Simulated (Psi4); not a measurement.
Job for Psi4: SAPT0/jun-cc-pV(D+d)Z on C3H3NO (a complex), monomers drawn apart or pushed together.

```
memory 2025 MB

molecule dimer {
0 1
C     0.00458774    0.66494609    0.94823854
O    -0.17767880    0.06785849    0.01361153
--
0 1
C     0.40266570    0.74288849    4.24422647
C     0.17812799   -0.56137383    3.64374117
N     0.00070286   -1.58666366    3.15502350
H    -0.38779117    0.96927964    4.96024121
H     1.36182905    0.75891043    4.76239512
H     0.40617746    1.50582310    3.46529333
units angstrom
symmetry c1
no_reorient
no_com
}

set {
  basis jun-cc-pV(D+d)Z
  scf_type df
  freeze_core true
}

energy('sapt0')
```

Program output:

```
[...]
==> Input File <==

--------------------------------------------------------------------------
memory 2025 MB

molecule dimer {
0 1
C     0.00458774    0.66494609    0.94823854
O    -0.17767880    0.06785849    0.01361153
--
0 1
C     0.40266570    0.74288849    4.24422647
C     0.17812799   -0.56137383    3.64374117
N     0.00070286   -1.58666366    3.15502350
H    -0.38779117    0.96927964    4.96024121
H     1.36182905    0.75891043    4.76239512
H     0.40617746    1.50582310    3.46529333
units angstrom
symmetry c1
no_reorient
no_com
}

set {
  basis jun-cc-pV(D+d)Z
  scf_type df
  freeze_core true
}

energy('sapt0')
--------------------------------------------------------------------------


   => Loading Basis Set <=

    Name: JUN-CC-PV(D+D)Z
    Role: ORBITAL
    Keyword: BASIS
    atoms 1, 3-4 entry C          line   188 file jun-cc-pv_dpd_z.gbs
    atoms 2      entry O          line   256 file jun-cc-pv_dpd_z.gbs
    atoms 5      entry N          line   222 file jun-cc-pv_dpd_z.gbs
    atoms 6-8    entry H          line    60 file jun-cc-pv_dpd_z.gbs

   => Loading Basis Set <=

    Name: JUN-CC-PV(D+D)Z
    Role: ORBITAL
    Keyword: BASIS
    atoms 1, 3-4 entry C          line   188 file jun-cc-pv_dpd_z.gbs
    atoms 2      entry O          line   256 file jun-cc-pv_dpd_z.gbs
    atoms 5      entry N          line   222 file jun-cc-pv_dpd_z.gbs
    atoms 6-8    entry H          line    60 file jun-cc-pv_dpd_z.gbs


  //>>>>>>>>>>>>>>>>>>>>>>>>>>>>>>>>>>>//
  //              Dimer HF             //
  //<<<<<<<<<<<<<<<<<<<<<<<<<<<<<<<<<<<//

   => Libint2 <=

    Primary   basis highest AM E, G, H:  7, 6, 3
    Auxiliary basis highest AM E, G, H:  7, 7, 4
    Onebody   basis highest AM E, G, H:  -, -, -
    Solid Harmonics ordering:            Gaussian


   => Loading Basis Set <=

    Name: JUN-CC-PV(D+D)Z
    Role: ORBITAL
    Keyword: BASIS
    atoms 1, 3-4 entry C          line   188 file jun-cc-pv_dpd_z.gbs
    atoms 2      entry O          line   256 file jun-cc-pv_dpd_z.gbs
    atoms 5      entry N          line   222 file jun-cc-pv_dpd_z.gbs
    atoms 6-8    entry H          line    60 file jun-cc-pv_dpd_z.gbs


         ---------------------------------------------------------
                                   SCF
               by Justin Turney, Rob Parrish, Andy Simmonett
                          and Daniel G. A. Smith
                              RHF Reference
                        1 Threads,   1931 MiB Core
         ---------------------------------------------------------

  ==> Geometry <==

    Molecular point group: c1
    Full point group: C1

    Geometry (in Angstrom), charge = 0, multiplicity = 1:

       Center              X                  Y                   Z               Mass
    ------------   -----------------  -----------------  -----------------  -----------------
         C            0.004587740000     0.664946090000     0.948238540000    12.000000000000
         O           -0.177678800000     0.067858490000     0.013611530000    15.994914619570
         C            0.402665700000     0.742888490000     4.244226470000    12.000000000000
         C            0.178127990000    -0.561373830000     3.643741170000    12.000000000000
         N            0.000702860000    -1.586663660000     3.155023500000    14.003074004430
         H           -0.387791170000     0.969279640000     4.960241210000     1.007825032230
         H            1.361829050000     0.758910430000     4.762395120000     1.007825032230
         H            0.406177460000     1.505823100000     3.465293330000     1.007825032230

  Running in c1 symmetry.

  Rotational constants: A =      0.30362  B =      0.02847  C =      0.02622 [cm^-1]
  Rotational constants: A =   9102.22265  B =    853.47794  C =    786.07264 [MHz]
  Nuclear repulsion =  127.126123457129367

  Charge       = 0
  Multiplicity = 1
  Electrons    = 36
  Nalpha       = 18
  Nbeta        = 18

  ==> Algorithm <==

  SCF Algorithm Type is DF.
  DIIS enabled.
  MOM disabled.
  Fractional occupation disabled.
  Guess Type is SAD.
  Energy threshold   = 1.00e-08
  Density threshold  = 1.00e-08
  Integral threshold = 1.00e-12

  ==> Primary Basis <==

  Basis Set: JUN-CC-PV(D+D)Z
    Blend: JUN-CC-PV(D+D)Z
    Number of shells: 49
    Number of basis functions: 105
    Number of Cartesian functions: 110
    Spherical Harmonics?: true
    Max angular momentum: 2

   => Loading Basis Set <=

    Name: (JUN-CC-PV(D+D)Z AUX)
    Role: JKFIT
    Keyword: DF_BASIS_SCF
    atoms 1, 3-4 entry C          line   146 file jun-cc-pvdz-jkfit.gbs
    atoms 2      entry O          line   258 file jun-cc-pvdz-jkfit.gbs
    atoms 5      entry N          line   202 file jun-cc-pvdz-jkfit.gbs
    atoms 6-8    entry H          line    70 file jun-cc-pvdz-jkfit.gbs

  ==> Integral Setup <==

  DFHelper Memory: AOs need 0.041 GiB; user supplied 1.414 GiB.
  SCF_SUBTYPE=INCORE selected. In-core MEM_DF algorithm will be used.
  Using in-core
[...]
            102.8705281918273187
    Total Energy =                       -131.9414295263941312

Computation Completed


Properties will be evaluated at   0.000000,   0.000000,   0.000000 [a0]

Properties computed using the SCF density matrix


 Multipole Moments:

 ------------------------------------------------------------------------------------
     Multipole            Electronic (a.u.)      Nuclear  (a.u.)        Total (a.u.)
 ------------------------------------------------------------------------------------

 L = 1.  Multiply by 2.5417464519 to convert [e a0] to [Debye]
 Dipole X            :         -8.9452214            9.2027725            0.2575512
 Dipole Y            :         14.3109513          -12.8190412            1.4919101
 Dipole Z            :       -155.3940381          156.0930787            0.6990406
 Magnitude           :                                                    1.6675689

 ------------------------------------------------------------------------------------

  Constructing Basis Sets for SAPT...

   => Loading Basis Set <=

    Name: (JUN-CC-PV(D+D)Z AUX)
    Role: RIFIT
    Keyword: DF_BASIS_SAPT
    atoms 1, 3-4 entry C          line   100 file jun-cc-pvdz-ri.gbs
    atoms 2      entry O          line   188 file jun-cc-pvdz-ri.gbs
    atoms 5      entry N          line   144 file jun-cc-pvdz-ri.gbs
    atoms 6-8    entry H          line    30 file jun-cc-pvdz-ri.gbs

   => Loading Basis Set <=

    Name: (JUN-CC-PV(D+D)Z AUX)
    Role: JKFIT
    Keyword: DF_BASIS_ELST
    atoms 1, 3-4 entry C          line   146 file jun-cc-pvdz-jkfit.gbs
    atoms 2      entry O          line   258 file jun-cc-pvdz-jkfit.gbs
    atoms 5      entry N          line   202 file jun-cc-pvdz-jkfit.gbs
    atoms 6-8    entry H          line    70 file jun-cc-pvdz-jkfit.gbs


  //>>>>>>>>>>>>>>>>>>>>>>>>>>>>>>>>>>>//
  //               SAPT0               //
  //<<<<<<<<<<<<<<<<<<<<<<<<<<<<<<<<<<<//



        SAPT0
    Ed Hohenstein
     6 June 2009

      Orbital Information
  --------------------------
    NSO        =       105
    NMO        =       105
    NRI        =       367
    NRI (Elst) =       464
    NOCC A     =         7
    NOCC B     =        11
    FOCC A     =         2
    FOCC B     =         3
    NVIR A     =        98
    NVIR B     =        94

    Elst10,r            =    -0.005295999023 [Eh]
    Exch10              =     0.009887213037 [Eh]
    Exch10 (S^2)        =     0.009804886119 [Eh]

    Maxiter = 50
    CPHF R converge = 1.000000E-08

    Iter     Energy [mEh]          dE [mEh]         Residual      Time [s]
       1      -1.57429953       1.574299527     7.414722e-03             0
       2      -1.89932676       0.325027238     4.191975e-03             0
       3      -2.01300492       0.113678157     5.076018e-04             0
       4      -2.00671765      -0.006287269     1.225989e-04             0
       5      -2.00607658      -0.000641078     3.865340e-05             0
       6      -2.00653595       0.000459378     1.152545e-05             0
       7      -2.00643465      -0.000101301     2.767575e-06             0
       8      -2.00643156      -0.000003092     1.085924e-06             0
       9      -2.00643794       0.000006381     2.990790e-07             0
      10      -2.00643608      -0.000001862     5.301988e-08             0
      11      -2.00643629       0.000000209     1.123203e-08             0
      12      -2.00643626      -0.000000032     2.118256e-09             0

    CHF Iterations converged

    Maxiter = 50
    CPHF R converge = 1.000000E-08

    Iter     Energy [mEh]          dE [mEh]         Residual      Time [s]
       1      -1.09043303       1.090433029     4.903434e-03             0
       2      -1.35328703       0.262854000     1.843577e-03             0
       3      -1.37125390       0.017966875     4.847327e-04             0
       4      -1.36435384      -0.006900068     1.113062e-04             0
       5      -1.36419896      -0.000154880     3.439054e-05             0
       6      -1.36455560       0.000356643     1.416350e-05             0
       7      -1.36447992      -0.000075680     6.707465e-06             1
       8      -1.36446586      -0.000014058     1.751719e-06             1
       9      -1.36447414       0.000008276     4.651489e-07             1
      10      -1.36447484       0.000000700     1.152831e-07             1
      11      -1.36447432      -0.000000518     2.931465e-08             1
      12      -1.36447432       0.000000004     9.078234e-09             1

    CHF Iterations converged

    Ind20,r (A<-B)      =    -0.002006436255 [Eh]
    Ind20,r (B<-A)      =    -0.001364474322 [Eh]
    Ind20,r             =    -0.003370910577 [Eh]
    Exch-Ind20,r (A<-B) =     0.001586673079 [Eh]
    Exch-Ind20,r (B<-A) =     0.001141211321 [Eh]
    Exch-Ind20,r        =     0.002727884400 [Eh]
    Disp20              =    -0.004139661637 [Eh]
    Disp20 (SS)         =    -0.002069830818 [Eh]
    Disp20 (OS)         =    -0.002069830818 [Eh]
    Exch-Disp20         =     0.000613940909 [Eh]
    Exch-Disp20 (SS)    =     0.000336084894 [Eh]
    Exch-Disp20 (OS)    =     0.000277856014 [Eh]

    SAPT Results
  --------------------------------------------------------------------------------------------------------
    Electrostatics                 -5.29599902 [mEh]      -3.32328956 [kcal/mol]     -13.90464352 [kJ/mol]
      Elst10,r                     -5.29599902 [mEh]      -3.32328956 [kcal/mol]     -13.90464352 [kJ/mol]

    Exchange                        9.88721304 [mEh]       6.20431985 [kcal/mol]      25.95887425 [kJ/mol]
      Exch10                        9.88721304 [mEh]       6.20431985 [kcal/mol]      25.95887425 [kJ/mol]
      Exch10(S^2)                   9.80488612 [mEh]       6.15265893 [kcal/mol]      25.74272496 [kJ/mol]

    Induction                      -1.36202419 [mEh]      -0.85468308 [kcal/mol]      -3.57599402 [kJ/mol]
      Ind20,r                      -3.37091058 [mEh]      -2.11527832 [kcal/mol]      -8.85032450 [kJ/mol]
      Exch-Ind20,r                  2.72788440 [mEh]       1.71177330 [kcal/mol]       7.16205951 [kJ/mol]
      delta HF,r (2)               -0.71899802 [mEh]      -0.45117807 [kcal/mol]      -1.88772903 [kJ/mol]

    Dispersion                     -3.52572073 [mEh]      -2.21242316 [kcal/mol]      -9.25677850 [kJ/mol]
      Disp20                       -4.13966164 [mEh]      -2.59767690 [kcal/mol]     -10.86868013 [kJ/mol]
      Exch-Disp20                   0.61394091 [mEh]       0.38525374 [kcal/mol]       1.61190163 [kJ/mol]
      Disp20 (SS)                  -2.06983082 [mEh]      -1.29883845 [kcal/mol]      -5.43434006 [kJ/mol]
      Disp20 (OS)                  -2.06983082 [mEh]      -1.29883845 [kcal/mol]      -5.43434006 [kJ/mol]
      Exch-Disp20 (SS)              0.33608489 [mEh]       0.21089646 [kcal/mol]       0.88239077 [kJ/mol]
      Exch-Disp20 (OS)              0.27785601 [mEh]       0.17435728 [kcal/mol]       0.72951087 [kJ/mol]

  Total HF                          3.22918982 [mEh]       2.02634721 [kcal/mol]       8.47823671 [kJ/mol]
  Total SAPT0                      -0.29653091 [mEh]      -0.18607595 [kcal/mol]      -0.77854179 [kJ/mol]

  Special recipe for scaled SAPT0 (see Manual):
    Electrostatics sSAPT0          -5.29599902 [mEh]      -3.32328956 [kcal/mol]     -13.90464352 [kJ/mol]
    Exchange sSAPT0                 9.88721304 [mEh]       6.20431985 [kcal/mol]      25.95887425 [kJ/mol]
    Induction sSAPT0               -1.29273141 [mEh]      -0.81120121 [kcal/mol]      -3.39406586 [kJ/mol]
    Dispersion sSAPT0              -3.51012561 [mEh]      -2.20263708 [kcal/mol]      -9.21583353 [kJ/mol]
  Total sSAPT0                     -0.21164301 [mEh]      -0.13280799 [kcal/mol]      -0.55566865 [kJ/mol]
  --------------------------------------------------------------------------------------------------------



*** Psi4 exiting successfully. Buy a developer a beer!
```

The run finished.

Cost: roughly 12 core-seconds.
